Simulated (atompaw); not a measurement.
## Scattering properties, PAW (atompaw) potential for Sb

* Element: antimony (Sb)
* Generator: atompaw 4.2.0.5
* Type: PAW
* Functional: PBE
* Relativity: scalar-relativistic
* Frozen core: [Kr] 4d10
* Valence charge: 5
* Reference configuration: 5s2 5p3
* Partial waves: 5s (bound): rc 2.25 bohr; 5s channel at 1.3 Ry: rc 2.25 bohr; 5p (bound): rc 2.25 bohr; 5p channel at 0.1 Ry: rc 2.25 bohr; 5d channel at 0.5 Ry: rc 2.25 bohr; 5d channel at 2.4 Ry: rc 2.05 bohr
* Local potential: bessel scheme, radius 1.64 bohr
* Core correction: smooth core density matched at 1.75 bohr
* Augmentation charge: sinc compensation charge, radius 1.90 bohr; PAW radius 2.25 bohr; waves and projectors: custom rrkj gramschmidtortho

The phase is arctan(r·u′/u) with u = r·R(r), unwrapped; energies in Ry, scanned from -3 to 5 Ry. A pole is an energy at which the radial function vanishes at the test radius. The pseudo phase is shifted by a multiple of π to meet the all-electron one at the reference energy, and phase errors are pseudo minus all-electron; the curves can meet again beyond the range given. Levels narrower than the energy grid can be missing from the lists of poles.

```tsv
channel	radius (bohr)	reference energy (Ry)	poles, all-electron	poles, pseudo	unbroken range about the reference energy with phases within 0.05 rad	phase error 1 Ry above the reference energy (rad)
s	2.27	-0.94	1.31	1.31	below 4.4	-0.000
p	2.27	-0.35	2.89	2.85	the whole range	-0.000
d	2.27	0.50	-2.33	none	-1.6 to 1.1	+0.049
```

Phases in the s channel:

```
E (Ry)  all-electron  pseudo
 -3.00         1.175   1.175
 -2.76         1.134   1.134
 -2.52         1.081   1.080
 -2.28         1.007   1.006
 -2.04         0.900   0.899
 -1.80         0.735   0.735
 -1.56         0.470   0.469
 -1.32         0.058   0.057
 -1.08        -0.432  -0.432
 -0.84        -0.819  -0.820
 -0.60        -1.065  -1.065
 -0.36        -1.218  -1.218
 -0.12        -1.319  -1.319
  0.12        -1.391  -1.391
  0.36        -1.444  -1.444
  0.60        -1.485  -1.485
  0.84        -1.519  -1.519
  1.08        -1.547  -1.547
  1.32        -1.571  -1.571
  1.56        -1.593  -1.593
  1.80        -1.613  -1.613
  2.04        -1.631  -1.632
  2.28        -1.649  -1.649
  2.52        -1.666  -1.667
  2.76        -1.683  -1.685
  3.00        -1.701  -1.703
  3.24        -1.720  -1.722
  3.48        -1.739  -1.744
  3.72        -1.760  -1.768
  3.96        -1.784  -1.798
  4.20        -1.810  -1.836
  4.44        -1.842  -1.891
  4.68        -1.879  -1.988
  4.92        -1.925  -2.252
```
